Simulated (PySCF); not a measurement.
An unknown gives this computed stick spectrum. Theory: TDDFT CAM-B3LYP/def2-SVPD, vertical, gas phase, core orbitals frozen in the response (PySCF 2.14.0, density-fitted response routines). Geometries: GFN2-xTB, one conformer each.

| state | λ (nm) | f |
| --- | --- | --- |
| S1 | 219.1 | 0.046 |
| S2 | 194.1 | 0.0014 |
| S3 | 189.3 | 0.066 |
| S4 | 185.1 | 0.339 |
| S5 | 171.7 | 0.019 |
| S6 | 169.7 | 0.015 |
| S7 | 168.9 | 0.043 |
| S8 | 165.7 | 0.026 |

Triplets computed (Tamm–Dancoff): 4.17, 5.40, 6.09 eV.

Problem. Which structure fits? All have the formula C5H10OSi.
A. `C=C[C@@H](C=O)C[SiH3]`
B. `C=C([C@@H]1CO[SiH2]1)C`
C. `C=C1[C@@H](O)[C@H]1[SiH2]C`

Solution. B. Its S1 lies at 5.66 eV; the nearest of the others has S1 at 6.11 eV. S1 is HOMO→LUMO (94%). Löwdin shares by element: HOMO carbon 69% or more, silicon 8% (atoms not listed hold the other 23%); LUMO silicon 36%, hydrogen 22% or more, oxygen 13% (atoms not listed hold the other 28%). At the same level the other candidates give, for their lowest levels:
- `C=C1[C@@H](O)[C@H]1[SiH2]C`: 203 nm (f 0.019); 181 nm (f 0.024); 179 nm (f 0.302); 175 nm (f 0.066); 171 nm (f 0.062); T1 4.37 eV; HOMO -8.76, LUMO 0.75 eV
- `C=C[C@@H](C=O)C[SiH3]`: 291 nm (f 0.003); 192 nm (f 0.115); 174 nm (f 0.063); 168 nm (f 0.042); 168 nm (f 0.072); T1 3.66 eV; HOMO -8.91, LUMO -0.05 eV

Conformer computed: `[CH2:1]=[C:2]([CH3:3])[C@@H:4]1[CH2:5][O:6][SiH2:7]1`: C1–C2–C4–C5 -145°.
